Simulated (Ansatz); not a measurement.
Compare A (`[BH2][GeH]1[O]C[O]1`) with its isomer B (`[OH][GeH]1[BH]O[CH2]1`).

Gas-phase electronic energies from Ansatz, PBE0-D4/def2-TZVP geometries. CBS: MP2 limit from def2 TZ/QZ plus the TZ coupled-cluster correction, frozen cores. Functionals use def2-TZVPP. B3LYP here is the variant with VWN-RPA as its local correlation; programs differ in this. For Ge outer-core shells are correlated without core-valence functions, which leaves a few kJ/mol of doubt a bond. Scalar relativity is left out up to krypton. One conformer a species, not always the lowest.

Problem. Which isomer does CCSD(T)/CBS put lower? Give the gap. (Estimate.)

Solution. Ansatz gave: B, by 149.2 kJ/mol.

Problem. Give E(B) − E(A) in kJ/mol with CCSD(T)/def2-TZVPP, B3LYP-D4, CCSD/def2-TZVPP, B2PLYP, HF/def2-TZVPP, ωB97M-V, B3LYP. (Best estimate.)

Solution. The calculation gave: CCSD(T)/def2-TZVPP -144.2, B3LYP-D4 -146.2, CCSD/def2-TZVPP -139.6, B2PLYP -145.5, HF/def2-TZVPP -111.7, ωB97M-V -148.1, B3LYP -145.8. None reverses the order clearly.

Largest T1 diagnostic: 0.014.

In def2-TZVPP, CCSD(T) changes the Hartree–Fock value by −32.5 kJ/mol (the triples alone add −4.6 kJ/mol) and MP2 by −36.4 kJ/mol. From PBE to PBE0 (25 % exact exchange), in def2-TZVPP and without D4, E(B) − E(A) moves by +6.3 kJ/mol.
